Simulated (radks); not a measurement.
Problem. All-electron atom: C3+ in [He] 2s1. All-electron calculation, scalar-relativistic Kohn-Sham, Slater X-alpha with alpha = 0.892, spin-polarised, spherical densities, point nucleus; open shells are filled with parallel spins first. Program: a radial shooting solver on a logarithmic mesh with Libxc functionals. Some entries of the table are withheld. Estimate them.

orbital  occ.  eigenvalue (hartree)  <1/r> (bohr^-1)  r(max) (bohr)
1s up       1             -12.63835            5.715            (1)
1s down     1             -12.57606            5.720            (2)
2s up       1              -2.23284              (3)          1.057
2s down     0              -1.82906              (4)          1.052

Solution. 
(1) 1s up r(max) (bohr): 0.1725
(2) 1s down r(max) (bohr): 0.1727
(3) 2s up <1/r> (bohr^-1): 1.170
(4) 2s down <1/r> (bohr^-1): 1.147
